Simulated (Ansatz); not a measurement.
`ClC1(Br)CC1`. The species carries charge 0 and has multiplicity 1. Correlated methods include outer-core shells of Br, which these sets cover unevenly. Scalar relativity is left out up to krypton.

| atom | x (Å) | y (Å) | z (Å) |
| --- | --- | --- | --- |
| Cl1 | 1.3260 | 1.6881 | -0.7005 |
| C2 | 0.2948 | 0.2806 | -0.6284 |
| Br3 | -0.0260 | -0.5055 | -2.3448 |
| C4 | 0.4095 | -0.6203 | 0.5467 |
| C5 | -0.8041 | 0.2598 | 0.3704 |
| H6 | 0.3005 | -1.6826 | 0.3724 |
| H7 | 1.1347 | -0.3447 | 1.3015 |
| H8 | -1.7355 | -0.2062 | 0.0767 |
| H9 | -0.8999 | 1.1308 | 1.0060 |

Give the diagnostics of a CCSD(T)/def2-TZVPP run (frozen core, Ansatz). (Estimate.)

Computed: T1 = 0.0082, largest single amplitude 0.009, largest double 0.026, (T) share of the correlation energy 4.2 %, 8 CCSD cycles. The RHF solution is stable towards an unrestricted one. T1 lies under the customary mark of 0.02 for closed shells.
